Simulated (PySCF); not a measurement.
Ionising LiSn

UHF-CCSD(T); basis Li def2-SVPD, Sn def2-SVPD with ECP28; scalar-relativistic core potentials; PySCF 2.14. Neutral (UHF): quartet (σ ↑, π ↑↑), Re = 2.629 Å, ωe = 357 cm⁻¹, De = 1.43 eV.

LiSn⁺ (UHF): triplet (σ ↑, π ↑), Re = 3.086 Å, ωe = 202 cm⁻¹, De = 0.74 eV to Li⁺ + Sn. The energies at the minima are -220.89239 hartree for LiSn and -220.67394 for LiSn⁺.

(1) Work out the adiabatic ionisation energy, without and with harmonic zero-point energies (1 hartree = 27.2114 eV, 1 eV = 8065.5 cm⁻¹), and the change of the bond length.

Correlated steps freeze 4 core orbitals. Correlated levels converge slowly with the basis: in double zeta they bind strong bonds too weakly, by up to about 1 eV, and carry superposition errors of some tenths. Spin–orbit coupling is left out, which matters for elements this heavy, above all for dissociation energies. For an ion De counts to the pair picked by the measured ionisation energies or electron affinities, which need not be the lowest pair at this level. States were picked by a PBE0 search and need not be the measured ground states.

Results:

(1) At UHF-CCSD(T): 0.21845 hartree = 5.944 eV between the minima; the zero-point term (202.0 − 357.0)/2 cm⁻¹ = -0.010 eV makes it 5.935 eV. Re changes by +45.7 pm against the neutral. The electron leaves a π orbital, and the ion is left as a loose complex of an ion and an atom.
